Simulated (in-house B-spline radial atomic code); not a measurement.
A run on neutral phosphorus (an excited or competing configuration) that did not converge. Method: scalar-relativistic (X2C) wB97X, spin-polarised, spherical fractional occupations, exact exchange averaged over the configuration, Fermi nucleus of rms radius 3.1889 fm; computed with a B-spline radial code for spherical atoms.

Command:
```bash
python run_scf.py task.json out
```
Settings (nuclear radius in fm, mass in u):
```
Z                15
configuration    [Ne] 3s2 3p2 4f1
hamiltonian      x2c
method           wb97x
spin_polarised   True
nucleus          fermi
rms_radius       3.1889
atomic_mass      30.97376
speed_of_light   137.035999084
exact_exchange   averaged over the configuration
```

First and last ten iterations of the last attempt (damped for 15 steps, keeping 80 % of the old Fock matrix, then DIIS):
```
 iter        energy (Eh)    residual
    1        -340.331807    2.25e-01
    2        -341.591734    7.94e-02
    3        -341.663901    5.54e-02
    4        -341.701773    3.89e-02
    5        -341.721372    2.72e-02
    6        -341.731979    1.99e-02
    7        -341.737264    1.55e-02
    8        -341.740449    1.21e-02
    9        -341.742378    9.64e-03
   10        -341.743136    7.83e-03
  111        -341.744239    9.62e-04
  112        -341.744021    2.63e-03
  113        -341.743291    1.72e-03
  114        -341.743954    1.53e-03
  115        -341.743658    1.41e-03
  116        -341.744116    1.98e-03
  117        -341.744506    2.28e-03
  118        -341.744439    1.31e-03
  119        -341.744307    6.88e-04
  120        -341.744360    1.90e-03
 not converged after 120 iterations
```

The smallest residual met was 3.2e-04; the threshold is about 1e-07. No energy from this run should be used. Run time, properties included: 14 s on 1 thread of Intel(R) Xeon(R) Platinum 8488C, on a shared host.
